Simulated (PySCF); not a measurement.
From one molecule to another.

First species: W(NH)2Cl2 (singlet state).
Structure used (PBE0-D3(BJ)/def2-SVP), in Å, numbered top down from 1:
```xyz
7
Cl2H2N2W angstrom
W     -0.3937    0.0166   -0.2937
N     -0.4445   -0.0470    1.4418
H     -0.0422   -0.0842    2.3744
N      1.2619    0.0049   -0.8150
H      2.2697   -0.0144   -0.6859
Cl    -1.2862    2.0301   -0.9365
Cl    -1.3650   -1.9061   -1.0852
```

Second species: C3H9AlO3.
Bonds: C1–O2, O2–Al3, Al3–O4, O4–C5, Al3–O6, O6–C7. Hydrogens: H8, H9, H10 on C1; H11, H12, H13 on C5; H14, H15, H16 on C7.

Levels: B3LYP/def2-SVPD for HOMO energy, LUMO energy, HOMO–LUMO gap and static isotropic polarisability; TDDFT B3LYP/def2-SVPD for lowest singlet excitation; TDA B3LYP/def2-SVPD for lowest triplet excitation (Tamm–Dancoff). Geometries: PBE0-D3(BJ)/def2-SVP. All species are isolated and taken at one optimised geometry (atoms past krypton carry core potentials, spin–orbit coupling is left out); the electronic structure was computed with PySCF and density fitting.

Dipoles, sizes and rotational constants follow the conformer. The torsions of the flexible species, by atom-mapped SMILES:
- `[CH3:1][O:2][Al:3]([O:4][CH3:5])[O:6][CH3:7]`: C1–O2–Al3–O4 -1°, O2–Al3–O4–C5 180°, O2–Al3–O6–C7 -1°

```tsv
property	column X	column Y
HOMO energy	-8.11 eV	-7.71 eV
LUMO energy	-2.69 eV	-0.73 eV
HOMO–LUMO gap	5.42 eV	6.98 eV
lowest singlet excitation	4.23 eV	5.92 eV
lowest triplet excitation (Tamm–Dancoff)	3.83 eV	5.74 eV
static isotropic polarisability	84.8 au	73.1 au
```

(1) Which column belongs to which species?

(2) How does each property change from the first species to the second?

## Answers

(1) Column X is the first species and column Y the second. The first has 7 atoms and 124 electrons, the second 16 and 64.

(2) HOMO energy +0.40 eV; LUMO energy +1.96 eV; HOMO–LUMO gap +1.56 eV; lowest singlet excitation +1.69 eV; lowest triplet excitation (Tamm–Dancoff) +1.91 eV; static isotropic polarisability -11.7 au.

On the first: The vertical singlet–triplet gap S1 − T1 is 0.40 eV (TDDFT singlet less Tamm–Dancoff triplet; S1: HOMO→LUMO, weight 0.95; T1: HOMO→LUMO, weight 0.92). The 10 singlets span 4.23 to 5.77 eV, and their oscillator strengths add up to 0.04. Atoms past krypton carry effective core potentials; spin–orbit coupling is left out.

On the second: The 10 singlets span 5.92 to 7.57 eV, and their oscillator strengths add up to 0.27. The principal polarisabilities are 61.1, 78.9 and 79.1 au; their mean is the isotropic value.
